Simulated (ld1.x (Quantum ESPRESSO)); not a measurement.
**Reading a pseudo-wave (Dy (Z = 66))**

Columns: radius, all-electron u(r) and pseudo u(r) of the 5p shell (level -34.96 eV) of dysprosium in the configuration [Kr] 4d10 4f9 5s2 5p6 5d1 6s1 6p0; PBE, scalar-relativistic, TM scheme, ld1.x (Quantum ESPRESSO) 7.5.

```csv
r (bohr),all-electron,pseudo
0.110,-0.1281,-0.0144
0.220,-0.2110,-0.0566
0.330,0.2772,-0.1244
0.440,0.4808,-0.2139
0.550,0.3388,-0.3197
0.660,0.0353,-0.4355
0.770,-0.2852,-0.5537
0.880,-0.5529,-0.6663
0.990,-0.7463,-0.7648
1.100,-0.8678,-0.8419
1.210,-0.9287,-0.8919
1.320,-0.9428,-0.9124
1.430,-0.9231,-0.9041
1.540,-0.8804,-0.8713
1.650,-0.8234,-0.8202
1.760,-0.7586,-0.7579
1.870,-0.6906,-0.6906
1.980,-0.6229,-0.6229
2.090,-0.5575,-0.5575
2.200,-0.4959,-0.4959
2.310,-0.4388,-0.4388
2.420,-0.3867,-0.3867
2.530,-0.3395,-0.3395
2.640,-0.2971,-0.2971
2.750,-0.2594,-0.2594
2.860,-0.2259,-0.2259
```

**Question.** How many radial nodes do the two functions have?

**Answer.** The all-electron 5p function has n − l − 1 = 3 (the table is too coarse to show those close to the nucleus); the pseudo-wave has 0, since the states of the same l below it are removed with the core.

**Question.** At about which radius was the pseudo-wave matched?

**Answer.** 2.05 bohr. The columns agree to 0.0005 from 1.87 bohr on; several derivatives are matched, so the curves merge somewhat inside the radius.

**Question.** Is the pseudo-wave norm-conserving?

**Answer.** Yes: the TM scheme keeps the norm inside the radius equal to the all-electron one, which fixes the energy derivative of the logarithmic derivative at the level.
